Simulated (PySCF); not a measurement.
C6H10OSi2.
Structure used (PBE0-D3(BJ)/def2-SVP), in Å, numbered top down from 1:
```
atom  x, y, z in Å
C1     3.3604   -0.1075   -0.1621
C2     2.7285   -0.8260    0.8100
O3     1.3982   -0.6569    0.7332
C4     1.1338    0.1884   -0.3062
Si5   -0.6477    0.6045   -0.6654
C6    -1.7718   -0.9159   -0.8939
Si7   -2.7011   -0.3855    0.6823
C8    -1.6356    1.1841    0.8561
C9     2.3228    0.5516   -0.8873
H10    4.4328   -0.0558   -0.3374
H11    3.0866   -1.4809    1.6009
H12   -0.6370    1.5596   -1.8155
H13   -2.3731   -0.9007   -1.8161
H14   -1.2580   -1.8872   -0.8338
H15   -2.5337   -1.3438    1.8180
H16   -4.1608   -0.1225    0.4824
H17   -2.1791    2.1299    0.7057
H18   -1.0555    1.2644    1.7877
H19    2.4373    1.2179   -1.7403
```

All values: PBE0/pcSseg-1 (PySCF, non-relativistic), on one gas-phase PBE0-D3(BJ)/def2-SVP geometry that isn't relaxed in the solvent. The solvent is an IEF-PCM continuum (Bondi radii, 1.10 Å for H, scaled by 1.2). The model holds no explicit solvent molecules, cavitation or dispersion.

Gas phase at PBE0/pcSseg-1: HOMO -6.71 eV, LUMO -0.44 eV, dipole 1.00 D.

Problem. What does the continuum do to the energy, the frontier levels and the dipole at PBE0/pcSseg-1 in benzene and dimethylsulfoxide?

Solution. 
| solvent | ε | E(solvent) − E(gas) (kcal/mol) | polarisation term (kcal/mol) | distortion of the solute (kcal/mol) | HOMO (eV) | LUMO (eV) | dipole (D) |
| --- | --- | --- | --- | --- | --- | --- | --- |
| benzene | 2.271 | -1.34 | -1.40 | 0.06 | -6.69 | -0.42 | 1.10 |
| dimethylsulfoxide | 46.83 | -3.07 | -3.36 | 0.29 | -6.72 | -0.45 | 1.22 |

The first energy column is the sum of the next two and covers electrostatics alone. From benzene to dimethylsulfoxide the lowering changes by a factor 2.28, Onsager's factor (ε − 1)/(2ε + 1) by 2.11 and ε itself by 20.6.

Problem. Which radius a makes the point-dipole formula ΔE = −[(ε − 1)/(2ε + 1)]·μ²/a³ give the value in dimethylsulfoxide, with the gas-phase dipole?

Solution. μ = 0.394 au and |ΔE| = 0.00489 Eh give a = 1.32 Å; the farthest nucleus lies 4.45 Å from the centroid of the nuclei, so such a sphere wouldn't even hold the nuclei. The formula assumes a rigid point dipole at the centre of a sphere.

Problem. Give the dipole vector in the frame of the coordinates (D, pointing from negative to positive charge), gas and dimethylsulfoxide.

Solution. Gas (0.96, 0.12, -0.25), solvent (1.14, 0.21, -0.38). Its length changes by +22 % and its direction by 5°.

Problem. Which Mulliken charges (PBE0/pcSseg-1) respond most in benzene (means over atoms taken as equivalent)?

Solution. 
| atoms | environment | gas (e) | solvent (e) | change |
| --- | --- | --- | --- | --- |
| H11 | aromatic hydrogen | +0.112 | +0.122 | +0.010 |
| C1 | aromatic CH carbon | -0.178 | -0.186 | -0.008 |
| H10 | aromatic hydrogen | +0.101 | +0.109 | +0.008 |
| H19 | aromatic hydrogen | +0.097 | +0.104 | +0.007 |
| C9 | aromatic CH carbon | -0.143 | -0.148 | -0.005 |
| H13/H17 | methylene hydrogen | +0.171 | +0.175 | +0.004 |
| Si7 | SiH2 silicon | +0.631 | +0.636 | +0.005 |
| O3 | furan-type oxygen | -0.392 | -0.396 | -0.004 |
| H15 | Si–H hydrogen | -0.076 | -0.081 | -0.005 |
| C6/C8 | sp3 carbon bound to silicon | -0.830 | -0.834 | -0.004 |
| C4 | substituted aromatic carbon | -0.072 | -0.076 | -0.004 |
| H16 | Si–H hydrogen | -0.084 | -0.088 | -0.004 |

Problem. How do the nuclear quadrupole coupling constants eQVzz/h respond in benzene?

Solution. 
```
  nucleus  Q (barn)  gas (MHz)  solvent (MHz)  η gas  η solvent
17O at O3   -0.0256      -8.71          -8.68   0.02       0.02
```

On Arm Neoverse N1, one thread, shared host, this took 75 s and 1.2 GiB of memory at its peak. This is the whole shielding run at PBE0/pcSseg-1 in dimethylsulfoxide, SCF included.
